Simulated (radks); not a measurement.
Values are calculated unless marked as measured or tabulated.
Ionisation of In4+, [Kr] 4d9, to In5+, [Kr] 4d8, under several functionals. Scalar-relativistic Kohn-Sham, spin-polarised, spherical densities, point nucleus; open shells are filled with parallel spins first (spin-orbit coupling, left out, can overturn this in heavy ions); a radial shooting solver on a logarithmic mesh with Libxc functionals.

functional                                        E(In4+) (hartree)  Exc (hartree)  IE (eV)  -e(HOMO) (eV)  <r> HOMO (bohr)  IE error (eV)
RPBE                                                    -5877.96801     -158.41887   73.424         64.599            1.110         +4.124
BP86                                                    -5878.69916     -159.15082   73.571         64.746            1.109         +4.271
LDA (Slater exchange, Perdew-Zunger correlation)        -5872.38821     -152.77327   73.767         64.927            1.111         +4.467
revPBE                                                  -5877.87683     -158.32678   73.419         64.595            1.109         +4.119
LDA (Slater exchange, VWN5 correlation)                 -5872.40975     -152.79507   73.761         64.929            1.111         +4.461
XLYP                                                    -5878.76377     -159.19656   73.363         64.551            1.113         +4.063
PBEsol                                                  -5874.95135     -155.36639   73.471         64.649            1.110         +4.171
Wu-Cohen GGA                                            -5876.89275     -157.32670   73.501         64.680            1.110         +4.201
SOGGA                                                   -5874.60396     -155.01816   73.358         64.538            1.110         +4.058

NIST Atomic Spectra Database: 69 eV (semi-empirical). Closest: SOGGA. The Delta-SCF values span 0.41 eV, the total energies 6.38 hartree. The highest occupied level is 4d. Open shells are spherical and high-spin; term and fine-structure splittings are not resolved. Spin-orbit splitting is averaged out at the scalar-relativistic level.
